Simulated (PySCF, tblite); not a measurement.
Isomers of [C6H14PSi]+ (charge +1). Computed with GFN2-xTB (tblite): harmonic, unscaled wavenumbers at the GFN2-xTB geometry, gas phase. This tight-binding method is rough: wavenumbers can miss measured ones by several per cent, in bad cases by 10 to 20. Modes of hydrogen on phosphorus and silicon can be 10 to 20 % off. One conformer each.

Electronic energies: PBE0/pcSseg-1 single points on the GFN2-xTB geometries (PySCF, gas phase).

| SMILES | electronic energy, lowest = 0 (kJ/mol) |
| --- | --- |
| C=C[P@+]1(C)CC[C@@H]1[SiH3] | 51.9 |
| CC[P@H+]1CC=C([SiH3])C1 | 0.0 |
| C=C[C@@H]1[C@H]([SiH3])C[P@H+]1C | 103.6 |

Task: How do GFN2-xTB zero-point energies change the relative energies?

Result: 
```tsv
SMILES	ZPE (kJ/mol)	of it from modes above 1550 cm⁻¹	electronic (kJ/mol)	with ZPE, lowest = 0 (kJ/mol)	lowest mode (cm⁻¹)	rings
CC[P@H+]1CC=C([SiH3])C1	456.9	244.7	0.0	0.0	28	1
C=C[P@+]1(C)CC[C@@H]1[SiH3]	457.5	249.8	51.9	52.5	22	1
C=C[C@@H]1[C@H]([SiH3])C[P@H+]1C	454.1	245.6	103.6	100.8	55	1
```

The zero-point energies span 3.4 kJ/mol, from `C=C[C@@H]1[C@H]([SiH3])C[P@H+]1C` to `C=C[P@+]1(C)CC[C@@H]1[SiH3]`. The order is unchanged.

Task: And how do the electronic energies of GFN2-xTB itself compare?

Result: `CC[P@H+]1CC=C([SiH3])C1` 0.0; `C=C[P@+]1(C)CC[C@@H]1[SiH3]` 68.6; `C=C[C@@H]1[C@H]([SiH3])C[P@H+]1C` 93.9 kJ/mol, lowest = 0. Against the energies above, taken from the same isomer `CC[P@H+]1CC=C([SiH3])C1`, the largest difference is 16.7 kJ/mol.
